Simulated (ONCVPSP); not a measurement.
## Scattering properties, ONCV potential for promethium

Pm, optimised norm-conserving Vanderbilt (ONCV), made with ONCVPSP 4.0.1 (PBE, scalar-relativistic). Core [Kr] 4d10 4f4, reference 5s2 5p6 (charge +3). Waves: 5s: rc 2.00 bohr, ncon 4, nbas 9, qcut 6.8 1/bohr, local; 5p: rc 2.00 bohr, ncon 4, nbas 9, qcut 6.7 1/bohr, 2 projectors, debl 0.5 Ha; d scattering state at 0.18 Ha: rc 2.05 bohr, ncon 5, nbas 10, qcut 4.4 1/bohr, 2 projectors, debl 1.3 Ha. Local part: the s channel. Core correction: Teter function, fcfact 2.5, rcfact 1.7.

In the p channel the program set the typed energies aside and used -1.802, 0.250 Ha. In the d channel the program set the typed energies aside and used 0.050, 1.350 Ha.

The phase is arctan(r·R′/R) of the radial function R(r), unwrapped; energies in Ha, scanned from -4 to 5 Ha. A pole is an energy at which the radial function vanishes at the test radius. The pseudo phase is shifted by a multiple of π to meet the all-electron one at the reference energy, and phase errors are pseudo minus all-electron; the curves can meet again beyond the range given. Levels narrower than the energy grid can be missing from the lists of poles.

| channel | radius (bohr) | reference energy (Ha) | poles, all-electron | poles, pseudo | unbroken range about the reference energy with phases within 0.05 rad | phase error 1 Ha above the reference energy (rad) |
| --- | --- | --- | --- | --- | --- | --- |
| s | 2.03 | -2.55 | -2.01, 4.77 | -2.02, 3.72 | below -0.6 | -0.009 |
| p | 2.03 | -1.80 | -0.94 | -0.94 | the whole range | -0.000 |
| d | 2.08 | 0.05 | 0.60 | 0.60 | the whole range | -0.000 |

Phases in the p channel:

| E (Ha) | all-electron | pseudo |
| --- | --- | --- |
| -3.98 | 1.224 | 1.224 |
| -3.74 | 1.187 | 1.186 |
| -3.50 | 1.135 | 1.135 |
| -3.26 | 1.060 | 1.059 |
| -3.02 | 0.941 | 0.940 |
| -2.78 | 0.730 | 0.729 |
| -2.54 | 0.313 | 0.312 |
| -2.30 | -0.370 | -0.370 |
| -2.06 | -0.925 | -0.925 |
| -1.82 | -1.213 | -1.213 |
| -1.58 | -1.369 | -1.369 |
| -1.34 | -1.466 | -1.466 |
| -1.10 | -1.534 | -1.534 |
| -0.86 | -1.588 | -1.588 |
| -0.62 | -1.633 | -1.633 |
| -0.38 | -1.675 | -1.675 |
| -0.14 | -1.716 | -1.716 |
| 0.10 | -1.760 | -1.760 |
| 0.34 | -1.812 | -1.812 |
| 0.58 | -1.876 | -1.876 |
| 0.82 | -1.962 | -1.962 |
| 1.06 | -2.088 | -2.089 |
| 1.30 | -2.295 | -2.298 |
| 1.54 | -2.659 | -2.666 |
| 1.78 | -3.218 | -3.232 |
| 2.02 | -3.745 | -3.759 |
| 2.26 | -4.065 | -4.077 |
| 2.50 | -4.248 | -4.257 |
| 2.74 | -4.360 | -4.368 |
| 2.98 | -4.435 | -4.442 |
| 3.22 | -4.488 | -4.495 |
| 3.46 | -4.529 | -4.536 |
| 3.70 | -4.561 | -4.568 |
| 3.94 | -4.587 | -4.594 |
| 4.18 | -4.609 | -4.616 |
| 4.42 | -4.628 | -4.635 |
| 4.66 | -4.644 | -4.652 |
| 4.90 | -4.659 | -4.668 |
